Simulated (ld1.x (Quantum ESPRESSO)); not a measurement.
An all-electron radial function and its pseudo partner (calcium)

Columns: radius, all-electron u(r) and pseudo u(r) of the 3s shell (level -49.94 eV) of calcium in the configuration [Ne] 3s2 3p6 3d0 4s1.5 4p0; PBE, non-relativistic, RRKJ scheme, ld1.x (Quantum ESPRESSO) 7.5.

| r (bohr) | all-electron | pseudo |
| --- | --- | --- |
| 0.130 | -0.1747 | 0.0832 |
| 0.260 | -0.5297 | 0.1827 |
| 0.390 | -0.2318 | 0.3158 |
| 0.520 | 0.2427 | 0.4941 |
| 0.650 | 0.6408 | 0.7052 |
| 0.780 | 0.8949 | 0.8984 |
| 0.910 | 1.0134 | 1.0121 |
| 1.040 | 1.0298 | 1.0298 |
| 1.170 | 0.9800 | 0.9800 |
| 1.300 | 0.8929 | 0.8929 |
| 1.430 | 0.7894 | 0.7894 |
| 1.560 | 0.6826 | 0.6826 |
| 1.690 | 0.5806 | 0.5806 |
| 1.820 | 0.4877 | 0.4877 |
| 1.950 | 0.4056 | 0.4056 |
| 2.080 | 0.3348 | 0.3348 |
| 2.210 | 0.2746 | 0.2746 |
| 2.340 | 0.2241 | 0.2241 |
| 2.470 | 0.1820 | 0.1820 |
| 2.600 | 0.1474 | 0.1474 |
| 2.730 | 0.1190 | 0.1190 |
| 2.860 | 0.0959 | 0.0959 |
| 2.990 | 0.0771 | 0.0771 |
| 3.120 | 0.0619 | 0.0619 |
| 3.250 | 0.0496 | 0.0496 |
| 3.380 | 0.0397 | 0.0397 |

Question: How many radial nodes do the two functions have?

Answer: The all-electron 3s function has n − l − 1 = 2 (the table is too coarse to show those close to the nucleus); the pseudo-wave has 0, since the states of the same l below it are removed with the core.

Question: At about which radius was the pseudo-wave matched?

Answer: 1.10 bohr, where the columns begin to agree (steps of 0.13 bohr).

Question: Is the pseudo-wave norm-conserving?

Answer: Yes: the RRKJ scheme keeps the norm inside the radius equal to the all-electron one, which fixes the energy derivative of the logarithmic derivative at the level.
